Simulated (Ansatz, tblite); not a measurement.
Removing and adding an electron: SiMe(OiPr)3 (C10H24O3Si). The state is a singlet with charge 0. Geometry: PBE-D4/def2-SVP. Ansatz, gas phase; energy differences of separate SCF runs; the oxidised species was run as a doublet alone; the reduced species was run as a doublet alone.

| atom | x (Å) | y (Å) | z (Å) |
| --- | --- | --- | --- |
| Si1 | -0.438 | 0.039 | -0.242 |
| C2 | -2.051 | 0.214 | -1.180 |
| H3 | -2.577 | 1.151 | -0.903 |
| H4 | -2.732 | -0.634 | -0.962 |
| H5 | -1.874 | 0.234 | -2.275 |
| O6 | 0.405 | -1.317 | -0.737 |
| C7 | 0.992 | -1.491 | -2.036 |
| C8 | 0.868 | -2.965 | -2.409 |
| C9 | 2.437 | -0.997 | -2.012 |
| H10 | 0.424 | -0.888 | -2.786 |
| H11 | 1.412 | -3.591 | -1.672 |
| H12 | 1.292 | -3.159 | -3.414 |
| H13 | -0.195 | -3.279 | -2.409 |
| H14 | 2.468 | 0.071 | -1.720 |
| H15 | 3.025 | -1.577 | -1.271 |
| H16 | 2.914 | -1.111 | -3.007 |
| O17 | -0.706 | -0.099 | 1.402 |
| C18 | -1.389 | -1.181 | 2.052 |
| C19 | -2.090 | -0.614 | 3.282 |
| C20 | -0.392 | -2.291 | 2.387 |
| H21 | -2.166 | -1.599 | 1.364 |
| H22 | -1.342 | -0.181 | 3.978 |
| H23 | -2.652 | -1.404 | 3.820 |
| H24 | -2.798 | 0.188 | 2.994 |
| H25 | 0.103 | -2.652 | 1.464 |
| H26 | 0.390 | -1.903 | 3.071 |
| H27 | -0.899 | -3.145 | 2.880 |
| O28 | 0.555 | 1.359 | -0.489 |
| C29 | 0.266 | 2.713 | -0.113 |
| C30 | 0.946 | 3.630 | -1.125 |
| C31 | 0.726 | 2.959 | 1.324 |
| H32 | -0.838 | 2.888 | -0.167 |
| H33 | 2.044 | 3.471 | -1.102 |
| H34 | 0.741 | 4.696 | -0.898 |
| H35 | 0.589 | 3.412 | -2.152 |
| H36 | 0.221 | 2.256 | 2.015 |
| H37 | 1.821 | 2.796 | 1.404 |
| H38 | 0.501 | 3.998 | 1.642 |

The xTB rows come from tblite. LC-ωPBE has ω = 0.4 bohr⁻¹. Single mean-field runs in def2-TZVP are fitted with def2-universal-jkfit. HOMO above LUMO, or a gap near zero within one spin, warns that the state may not be the lowest or that an electron is smeared out.

```json
{"level": "GFN1-xTB", "−HOMO (eV)": "11.60", "vertical IE (eV)": "13.82", "−LUMO (eV)": "3.49", "vertical EA (eV)": "1.62", "HOMO–LUMO gap (eV)": "8.11", "IE − EA (eV)": "12.21", "remarks": "–"}
{"level": "GFN2-xTB", "−HOMO (eV)": "10.60", "vertical IE (eV)": "12.85", "−LUMO (eV)": "2.76", "vertical EA (eV)": "0.06", "HOMO–LUMO gap (eV)": "7.84", "IE − EA (eV)": "12.79", "remarks": "–"}
{"level": "PBE-D4/def2-TZVP", "−HOMO (eV)": "6.37", "vertical IE (eV)": "8.65", "−LUMO (eV)": "0.08", "vertical EA (eV)": "-1.40", "HOMO–LUMO gap (eV)": "6.29", "IE − EA (eV)": "10.05", "remarks": "HOMO above zero (-1 doublet), gap within one spin near zero (+1 doublet)"}
{"level": "PBE0-D4/def2-TZVP", "−HOMO (eV)": "7.83", "vertical IE (eV)": "9.35", "−LUMO (eV)": "-0.72", "vertical EA (eV)": "-1.76", "HOMO–LUMO gap (eV)": "8.55", "IE − EA (eV)": "11.11", "remarks": "HOMO above zero (-1 doublet)"}
{"level": "LC-ωPBE/def2-TZVP", "−HOMO (eV)": "10.56", "vertical IE (eV)": "10.03", "−LUMO (eV)": "-2.79", "vertical EA (eV)": "-2.48", "HOMO–LUMO gap (eV)": "13.35", "IE − EA (eV)": "12.52", "remarks": "HOMO above zero (-1 doublet)"}
```

Relaxing the oxidised species (PBE-D4/def2-SVP) changes its energy by -0.22 eV at PBE-D4/def2-TZVP, so the adiabatic ionisation energy to this nearest minimum is 8.43 eV. At PBE0-D4/def2-TZVP it is 9.10 eV.  Relaxing the reduced species (PBE-D4/def2-SVP) changes its energy by -0.04 eV at PBE-D4/def2-TZVP, so the adiabatic electron affinity to this nearest minimum is -1.37 eV. At PBE0-D4/def2-TZVP it is -1.75 eV. The highest occupied level of the relaxed charge -1 doublet lies above zero (up to 2.76 eV). By energy differences, losing it releases 1.37 eV (each at its own geometry, to the charge 0 singlet, at PBE-D4/def2-TZVP).     A HOMO above zero means that the electron is unbound at that level or that self-interaction error raises the level; the energy of removing that electron tells which. Raw xTB energy differences between charge states are shifted by several eV; the methods need an empirical correction for them. Sets without diffuse functions give affinities that are too small. A negative affinity means that the extra electron isn't bound; its size then hangs on the basis.
